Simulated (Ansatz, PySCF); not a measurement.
diindium oxide (In₂O), SMILES [O]([In])[In] (connectivity only; charge and spin as stated), neutral, multiplicity 1. Atoms are numbered in the order given.

```xyz
3

In     0.0000     0.0000    -2.0164
O      0.0000     0.0000     0.0000
In     0.0000     0.0000     2.0164
```

Geometry optimised at B3LYP-D3(BJ)/def2-TZVP. The def2 effective core potentials stand for the cores of In; spin–orbit coupling is left out.

Vertical ionisation energy (IE) and electron affinity (EA) in eV. Rows of orbital energies are one-electron estimates. Where ΔSCF, EOM or ADC give a negative EA the extra electron is unbound and the value depends on the basis.

| level | IE | EA |
|---|---|---|
| −ε(HOMO), −ε(LUMO), PBE0/def2-TZVPD (PySCF) | 5.88 | 1.11 |
| −ε(HOMO), −ε(LUMO), PBE/def2-TZVPD (PySCF) | 5.01 | 1.77 |
| ΔSCF, PBE0/def2-SVPD (Ansatz), final states of multiplicity 2 and 2 | 7.59 | -0.20 |
| ΔSCF, PBE/def2-SVPD (Ansatz), final states of multiplicity 2 and 2 | 7.56 | -0.09 |

Task: What vertical singlet–triplet gap does ΔSCF give with PBE0/def2-SVPD (Ansatz, a first-principles code) and with PBE/def2-SVPD (Ansatz)? (The exact figures need the calculation; the answer reports its results.)

Result: 3.17 and 3.05 eV (triplet above singlet where positive).
